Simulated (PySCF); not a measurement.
C₂H₄ClNOSi, SMILES O[Si@@]1(Cl)C=NC1. Atoms are numbered in the order given.

```xyz
10

O      1.4731     0.2554    -1.3002
Si     0.2242     0.0709    -0.2309
Cl     0.8699    -1.1710     1.3183
C     -0.8454     1.5317     0.2820
N     -1.9067     1.0820    -0.2919
C     -1.5103    -0.2062    -0.9422
H      2.3708     0.0609    -1.0044
H     -0.8504     2.4777     0.8402
H     -2.1195    -1.0459    -0.5724
H     -1.6314    -0.1497    -2.0359
```

Geometry: B3LYP-D3(BJ)/def2-SVP. The structure was generated by enumeration; whether it is a known compound was not checked. Other conformers were not sampled.

All values below come from B3LYP-D3(BJ)/def2-SVP (PySCF).

Frequencies are harmonic and unscaled.

| mode | ν (cm⁻¹) | IR (km/mol) | moving atoms (share of kinetic energy) |
|---|---|---|---|
| 1 | 103 | 6.0 | N 39 %, Cl 24 %, Si 17 %, O 12 % |
| 2 | 121 | 46.4 | H 45 %, C 27 %, O 20 % |
| 3 | 193 | 38.7 | H 45 %, C 21 %, Cl 15 %, O 11 % |
| 4 | 245 | 51.2 | O 41 %, H 19 %, Cl 14 %, C 11 %, Si 10 % |
| 5 | 276 | 4.2 | H 30 %, Si 27 %, C 20 %, O 18 % |
| 6 | 374 | 9.0 | H 34 %, C 34 %, N 17 %, Cl 12 % |
| 7 | 428 | 11.3 | Cl 32 %, C 19 %, Si 15 %, O 15 %, N 10 %, H 9 % |
| 8 | 588 | 126.0 | Si 51 %, Cl 13 %, C 13 %, H 12 %, N 9 % |
| 9 | 693 | 35.9 | C 42 %, Si 31 %, H 22 % |
| 10 | 730 | 57.9 | H 58 %, C 21 %, O 14 % |
| 11 | 807 | 265.9 | H 61 %, Si 14 %, C 12 %, O 11 % |
| 12 | 823 | 42.4 | N 37 %, C 30 %, H 27 % |
| 13 | 903 | 34.5 | H 44 %, C 24 %, O 14 %, Si 10 % |
| 14 | 910 | 10.9 | H 52 %, C 25 %, O 9 %, Si 9 % |
| 15 | 969 | 64.4 | C 35 %, Si 28 %, O 16 %, H 11 %, N 10 % |
| 16 | 1137 | 9.0 | H 86 %, C 8 % |
| 17 | 1181 | 6.1 | H 70 %, C 29 % |
| 18 | 1265 | 9.6 | H 70 %, C 19 %, N 10 % |
| 19 | 1419 | 3.1 | H 91 %, C 9 % |
| 20 | 1620 | 12.3 | C 50 %, N 46 % |
| 21 | 3064 | 10.2 | H 95 % |
| 22 | 3119 | 3.1 | H 90 %, C 10 % |
| 23 | 3139 | 18.5 | H 91 %, C 9 % |
| 24 | 3869 | 119.3 | H 94 % |
